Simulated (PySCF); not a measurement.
Fine-structure interval of Tm by level of theory

Tm [Xe] 4f13 6s2 [4f5/2^6 4f7/2^7, M_J = 7/2] → Tm [Xe] 4f13 6s2 [4f5/2^5 4f7/2^8, M_J = 5/2], as a difference of total energies. All numbers are calculated (PySCF 2.14, the two-component X2C-1e Hamiltonian, in x2c-TZVPall-2c with one added diffuse shell each of s, p, d, f type (12s12p11d5f1g, 147 functions)). Correlated levels: [Ar] 3d10 frozen; the 18 highest virtual spinors dropped. "Screened" scales the spin-orbit matrix elements by Boettger's factors to mimic the two-electron term; Breit and QED terms are absent.

| method | fine-structure interval (cm⁻¹) |
| --- | --- |
| GHF (screened spin-orbit) | 9692.8 |
| GMP2 (screened spin-orbit) | 9626.7 |
| GHF (bare spin-orbit) | 16341 |

For comparison: 8771.2 cm⁻¹ (measured; NIST Handbook of Basic Atomic Spectroscopic Data (Sansonetti and Martin, J. Phys. Chem. Ref. Data 34, 1559 (2005))).
